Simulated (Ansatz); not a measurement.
Reaction (hydrogenolysis of the Si–O bond): `O[SiH2][SiH](O)O` + H₂ → `O[SiH](O)[SiH3]` + H₂O

Gas-phase electronic energies from Ansatz, PBE0-D4/def2-TZVP geometries. CBS: MP2 limit from def2 TZ/QZ plus the TZ coupled-cluster correction, frozen cores. This one scheme is used for every species. Functionals use def2-TZVPP. B3LYP here is the variant with VWN-RPA as its local correlation; programs differ in this. HSE06 is defined as in plane-wave codes. One conformer a species, not always the lowest.

`O[SiH2][SiH](O)O`:

```xyz
11

O     1.791    0.247    1.450
Si    0.197    0.666    1.320
Si   -0.474    0.119   -0.868
O    -1.942   -0.620   -0.969
O     0.790   -0.874   -1.277
H     2.101   -0.325    0.742
H     0.052    2.110    1.643
H    -0.636   -0.091    2.303
H    -0.588    1.224   -1.854
H    -2.152   -1.278   -0.304
H     0.860   -1.178   -2.184
```

H₂:

Cartesian coordinates in Å:
```
H 0.136 -0.029 0.346
H -0.136 0.029 -0.346
```

`O[SiH](O)[SiH3]`:

Cartesian coordinates in Å:
```
O 1.353 -1.040 1.025
Si 0.218 0.127 0.766
O -1.254 -0.263 1.394
Si -0.190 0.471 -1.516
H 1.223 -1.887 0.596
H 0.791 1.310 1.459
H -1.327 -0.333 2.348
H -0.621 -0.805 -2.153
H 1.055 0.929 -2.192
H -1.250 1.492 -1.727
```

H₂O:

Cartesian coordinates in Å:
```
O 0.004 0.126 -0.368
H 0.496 -0.610 0.004
H -0.500 0.484 0.365
```

```csv
level,ΔE (kJ/mol),difference from CCSD(T)/CBS
LDA (SPW92),56.9,0.0
PBE-D4,54.4,-2.5
revPBE-D4,56.6,-0.3
BLYP-D4,62.7,5.8
r2SCAN-D4,62.6,5.7
B97M-V,58.3,1.4
PBE0-D4,52.4,-4.5
r2SCANh-D4,61.2,4.3
r2SCAN0-D4,59.2,2.3
HSE06-D4,52.1,-4.8
BHLYP-D4,60.2,3.3
CAM-B3LYP-D4,61.3,4.4
ωB97X-V,58.7,1.8
ωB97M-V,60.2,3.3
B2PLYP,58.7,1.8
PBE-QIDH,55.0,-1.9
PBE,50.8,-6.1
revPBE,46.9,-10.0
BLYP,55.0,-1.9
r2SCAN,61.7,4.8
PBE0,49.3,-7.6
B3LYP,54.7,-2.2
r2SCANh,60.2,3.3
r2SCAN0,58.1,1.2
BHLYP,55.7,-1.2
LC-ωPBE,53.0,-3.9
RPA@PBE/def2-TZVPP,54.0,-2.9
HF/def2-SVP,37.7,-19.2
MP2/def2-SVP,51.4,-5.5
CCSD/def2-SVP,41.6,-15.3
CCSD(T)/def2-SVP,43.7,-13.2
HF/def2-TZVPP,50.7,-6.2
MP2/def2-TZVPP,62.4,5.5
SCS-MP2/def2-TZVPP,60.5,3.6
CCSD(T)/def2-TZVPP,55.5,-1.4
HF/def2-QZVPP,51.0,-5.9
MP2/def2-QZVPP,63.4,6.5
SCS-MP2/def2-QZVPP,61.3,4.4
MP2/CBS(def2),63.8,6.9
CCSD/CBS(def2),54.5,-2.4
CCSD(T)/CBS,56.9,0
```

Largest T1 diagnostic among the species: 0.013.

From r2SCAN to r2SCAN0 (25 % exact exchange), in def2-TZVPP and without D4, ΔE moves by −3.5 kJ/mol. The D4 term adds +5.8 kJ/mol with B3LYP and +3.1 kJ/mol with PBE0; it sums over pairs of atoms, weighted by their polarisabilities, and B3LYP, whose exchange is more repulsive, gets the larger term.

CCSD(T)/CBS has its own doubt, a few kJ/mol and more with outer-core shells, so smaller differences from it don't rank the levels.
